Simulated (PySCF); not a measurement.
CH4OZn, singlet, at a GFN2-xTB geometry (such geometries of metal compounds can be far from the true shape); CAMB3LYP/def2-SVP in PySCF.

The PySCF input:
```python
from pyscf import gto, scf, dft

mol = gto.M(
    atom='''
Zn   -0.017256    0.014696    0.176109
C    -0.169991    1.585298   -1.038686
H    -0.894382    2.312936   -0.697578
H    -0.478570    1.232777   -2.016775
H     0.783222    2.088236   -1.145615
O     0.232777   -1.667910    0.450131
H     0.265150   -2.243340    1.207772
''',
    basis='def2-svp',
    charge=0,
    spin=0,
    verbose=5,
)

mf = dft.RKS(mol)
mf.xc = 'camb3lyp'
mf.kernel()
```

Output, abridged:

```
PySCF version 2.14.0

[INPUT] verbose = 5
[INPUT] max_memory = 4000
[INPUT] num. atoms = 7
[INPUT] num. electrons = 48
[INPUT] charge = 0
[INPUT] spin (= nelec alpha-beta = 2S) = 0
[INPUT] symmetry False subgroup None
[INPUT] Mole.unit = angstrom
[INPUT] Symbol           X                Y                Z      unit          X                Y                Z       unit  Magmom
[...]
[INPUT] ---------------- BASIS SET ----------------
[INPUT] l, kappa, [nprim/nctr], expnt,             c_1 c_2 ...
[INPUT] C
[...]
                                186.29004992      0.040638409211
                                42.251176346      0.18025593888
                                11.676557932      0.46315121755
                                3.5930506482      0.44087173314
[...]
                                2.0103545142      0.21117025112
                                0.54771004707     0.51328172114
[...]
[INPUT] Zn
[...]
                                12312.471777      0.010891499487
                                2801.3944193      0.054057188059
                                790.99424302      0.18847463904
                                257.56551079      0.38346549346
                                88.8149334        0.29723794197
[...]
                                20.302534785      0.64607716984
                                8.3464123068      0.44220117322
[...]
                                2.4495029507      0.72433217935
                                0.99845821824     0.44836495592
[...]
                                252.69712152      0.069541149434
                                80.100829126      0.27156772564
                                28.903393172      0.53401355573
                                10.768899879      0.34501323446
[...]
                                2.1678291347      0.56390521973
                                0.80540898341     0.23676109735
[...]
                                15.751908917      0.158725714045
                                5.3115812367      0.379762291591
                                1.7737904917      0.468989591719
[...]
[INPUT] H
[...]
                                1.9622572         0.13796524
                                0.44453796        0.47831935
[...]
[INPUT] O
[...]
                                340.87010191      -0.03989003923
                                77.363135167      -0.17853911985
                                21.47964494       -0.46427684959
[...]
  8.97558082e-01  1.04468931e+00  1.07183864e+00  1.16091548e+00
  1.22177245e+00  1.23537821e+00  1.33295444e+00  1.38349010e+00
  1.43119371e+00  1.45505941e+00  1.51230607e+00  1.59239238e+00
  1.63111998e+00  1.66322121e+00  1.85089494e+00  1.86126104e+00
  1.89803761e+00  2.05675088e+00  2.06078616e+00  2.09381688e+00
  2.34713984e+00  2.38264550e+00  2.53390120e+00  2.54318643e+00
  2.78964265e+00  2.80262161e+00  2.87107424e+00  3.02144849e+00
  3.02448339e+00  3.10555953e+00  3.23677835e+00  3.83427142e+00
  6.60267430e+00  6.60269201e+00  6.60677497e+00  6.60699997e+00
  6.61254093e+00  6.61646925e+00  6.64454473e+00]
nelec by numeric integration = 48.00000211820987
E1 = -2981.896352417134  E2 = 915.372000836332  Ecoul = 1002.1227562927186  Exc = -86.75075545638666
cycle= 10 E= -1894.84429310548  delta_E= -4.02e-10  |g|= 5.35e-06  |ddm|= 6.88e-05
[...]
  mo_energy =
[-3.47333967e+02 -4.22909283e+01 -3.72858246e+01 -3.72857381e+01
 -3.72834670e+01 -1.91478728e+01 -1.02327108e+01 -4.89007261e+00
 -3.28506621e+00 -3.28436258e+00 -3.28091420e+00 -9.86098217e-01
 -7.40126357e-01 -5.96559630e-01 -5.64137934e-01 -5.63868145e-01
 -5.59941232e-01 -5.59715928e-01 -4.79552514e-01 -4.46164218e-01
 -4.42496788e-01 -3.50166338e-01 -3.33874734e-01 -3.28940057e-01
  1.66907740e-02  1.21355817e-01  1.29714356e-01  1.37380590e-01
  1.93366820e-01  1.97553570e-01  1.99318737e-01  2.18387735e-01
  4.29172966e-01  5.31914831e-01  5.49136554e-01  6.06973212e-01
  7.17318742e-01  7.54847825e-01  7.60338977e-01  7.61940753e-01
  8.97558340e-01  1.04468886e+00  1.07183791e+00  1.16091533e+00
  1.22177284e+00  1.23537843e+00  1.33295427e+00  1.38349096e+00
  1.43119488e+00  1.45506019e+00  1.51230665e+00  1.59239286e+00
  1.63112017e+00  1.66322096e+00  1.85089504e+00  1.86126132e+00
  1.89803787e+00  2.05675146e+00  2.06078664e+00  2.09381718e+00
  2.34713962e+00  2.38264496e+00  2.53390165e+00  2.54318686e+00
  2.78964285e+00  2.80262082e+00  2.87107370e+00  3.02144902e+00
  3.02448377e+00  3.10555855e+00  3.23677772e+00  3.83427051e+00
  6.60267629e+00  6.60269400e+00  6.60677699e+00  6.60700199e+00
  6.61254294e+00  6.61647126e+00  6.64454669e+00]
nelec by numeric integration = 48.00000211820065
E1 = -2981.8963096737384  E2 = 915.3719580929111  Ecoul = 1002.1227126321478  Exc = -86.75075453923671
Extra cycle  E= -1894.84429310551  delta_E= -2.55e-11  |g|= 3.85e-06  |ddm|= 1.21e-05
converged SCF energy = -1894.84429310551
```
